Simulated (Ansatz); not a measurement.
Cost and result for the atomization energy of `FC1=C[C]1(F)[GeH3]` (10 atoms, 10 bonds).

Z-matrix (Å, degrees):
```
C
F 1 1.402
C 1 1.440 2 116.5
Ge 1 1.967 2 108.5 3 -153.7
C 1 1.506 2 116.0 3 58.3
F 3 1.302 1 144.8 2 -76.2
H 4 1.537 1 107.7 2 178.6
H 4 1.535 1 109.0 2 -62.1
H 4 1.534 1 110.0 2 58.5
H 5 1.076 1 144.5 2 75.5
```

Total charge 0; spin multiplicity 1. Correlated methods include outer-core shells of Ge, which these sets cover unevenly. Scalar relativity is left out up to krypton. Geometry: relaxed with PBE0-D4/def2-TZVP. Program: Ansatz. All runs use 4 threads of a server CPU on a shared host. Times are those of one run each, without the atoms' runs, and a repeat can differ threefold. Electronic energies, without spin–orbit coupling; frozen cores. CCSD(T)/CBS adds CCSD(T) − MP2 in def2-TZVPP to the MP2 limit, and its time is that of the two runs behind it. T1 = 0.013. With those shells the extrapolation isn't a true limit. B3LYP takes the VWN-RPA correlation (the form of Gaussian; ORCA's B3LYP/G). HSE06 is the plane-wave form, built on full-range PBE exchange.

CCSD(T)/CBS is a level of theory with its own doubt, some kJ/mol a heavy atom from the limit and from the frozen cores, so smaller differences don't rank the functionals.

| level | functions | wall time |
| --- | --- | --- |
| BLYP-D4/def2-TZVPP | 259 | 2.6 s |
| revPBE-D4/def2-TZVPP | 259 | 2.7 s |
| BHLYP-D4/def2-TZVPP | 259 | 3.6 s |
| HSE06-D4/def2-TZVPP | 259 | 3.8 s |
| r2SCANh-D4/def2-TZVPP | 259 | 4.2 s |
| B3LYP-D4/def2-TZVPP (with forces) | 259 | 5 s |
| B2PLYP/def2-TZVPP | 259 | 6.5 s |
| PBE-QIDH/def2-TZVPP | 259 | 8 s |
| ωB97M-V/def2-TZVPP (with forces) | 259 | 11 s |
| CCSD(T)/def2-SVP | 122 | 15 s |
| MP2/def2-QZVPP | 494 | 29 s |
| CCSD(T)/def2-TZVPP | 259 | 4.2 min |
| CCSD(T)/CBS(def2) | – | 4.7 min |

Question: What atomization energy does each give, and how far from CCSD(T)/CBS? (Estimate.)

Answer: Computed: 
```json
{"level": "BLYP-D4/def2-TZVPP", "atomization (kcal/mol)": "879.8", "difference from CCSD(T)/CBS": "2.3", "per bond": "0.2"}
{"level": "revPBE-D4/def2-TZVPP", "atomization (kcal/mol)": "884.3", "difference from CCSD(T)/CBS": "6.8", "per bond": "0.7"}
{"level": "BHLYP-D4/def2-TZVPP", "atomization (kcal/mol)": "836.0", "difference from CCSD(T)/CBS": "-41.5", "per bond": "-4.1"}
{"level": "HSE06-D4/def2-TZVPP", "atomization (kcal/mol)": "887.7", "difference from CCSD(T)/CBS": "10.2", "per bond": "1.0"}
{"level": "r2SCANh-D4/def2-TZVPP", "atomization (kcal/mol)": "876.8", "difference from CCSD(T)/CBS": "-0.7", "per bond": "-0.1"}
{"level": "B3LYP-D4/def2-TZVPP (with forces)", "atomization (kcal/mol)": "874.3", "difference from CCSD(T)/CBS": "-3.2", "per bond": "-0.3"}
{"level": "B2PLYP/def2-TZVPP", "atomization (kcal/mol)": "867.5", "difference from CCSD(T)/CBS": "-10.0", "per bond": "-1.0"}
{"level": "PBE-QIDH/def2-TZVPP", "atomization (kcal/mol)": "876.7", "difference from CCSD(T)/CBS": "-0.8", "per bond": "-0.1"}
{"level": "ωB97M-V/def2-TZVPP (with forces)", "atomization (kcal/mol)": "879.2", "difference from CCSD(T)/CBS": "1.7", "per bond": "0.2"}
{"level": "CCSD(T)/def2-SVP", "atomization (kcal/mol)": "833.0", "difference from CCSD(T)/CBS": "-44.5", "per bond": "-4.4"}
{"level": "MP2/def2-QZVPP", "atomization (kcal/mol)": "894.7", "difference from CCSD(T)/CBS": "17.2", "per bond": "1.7"}
{"level": "CCSD(T)/def2-TZVPP", "atomization (kcal/mol)": "854.8", "difference from CCSD(T)/CBS": "-22.7", "per bond": "-2.3"}
{"level": "CCSD(T)/CBS(def2)", "atomization (kcal/mol)": "877.5", "difference from CCSD(T)/CBS": "0.0", "per bond": "0.0"}
```

In def2-TZVPP, CCSD(T) changes the Hartree–Fock value by +253.7 kcal/mol (the triples alone add +19.1 kcal/mol) and MP2 by +280.2 kcal/mol; breaking electron pairs costs correlation energy, which Hartree–Fock lacks. The D4 term adds +8.0 kcal/mol with B3LYP and +4.2 kcal/mol with PBE0; it sums over pairs of atoms, weighted by their polarisabilities, and B3LYP, whose exchange is more repulsive, gets the larger term. From BLYP to BHLYP (50 % exact exchange), in def2-TZVPP and without D4, the atomization energy moves by −39.0 kcal/mol: exact exchange takes away binding that semilocal exchange gives to molecules.
